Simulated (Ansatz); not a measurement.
FH5O2Si2, SMILES [Si](O)([SiH3])(O)F.

Coordinates come from a B3LYP-D3(BJ)/def2-SVP optimisation. This is a generated structure with no PubChem entry under its InChIKey; it may be hypothetical. Other conformers were not sampled.

Two levels are set side by side: PBE/def2-SVPD (Ansatz, a first-principles code) and CAM-B3LYP/def2-SVPD (Ansatz). Energy differences of separate SCF runs at the same geometry; the states with an electron removed or added have multiplicity 2 and 2. Differences are taken from unrounded values.

| quantity | CAM-B3LYP | PBE | PBE minus CAM-B3LYP |
|---|---|---|---|
| vertical ionisation energy (eV) | 10.90 | 10.31 | -0.58 |
| vertical singlet–triplet gap (eV) | 6.76 | 6.09 | -0.66 |
